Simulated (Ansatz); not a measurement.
silanone (SMILES O=[SiH2]) moved off its minimum; all values from Ansatz (a program for electronic structure), cores frozen in correlated methods.
(charge 0, multiplicity 1)
```xyz
4

Si    -0.0250    -0.4271    -0.0039
O     -0.1671     0.9907    -0.2037
H     -0.9999    -1.4911    -0.0492
H      1.4643    -0.9311     0.2179
```

Q: Give the forces (eV/Å), the total energy and the dipole at CCSD(T)/aug-cc-pV(T+d)Z.

A: 
```
atom      Fx      Fy      Fz
----  ------  ------  ------
Si1    3.313  -5.738   0.941
O2    -1.210   6.098  -0.854
H3    -0.577  -0.434   0.026
H4    -1.525   0.074  -0.112
```
Energy -365.3696 hartree, dipole 3.49 D.
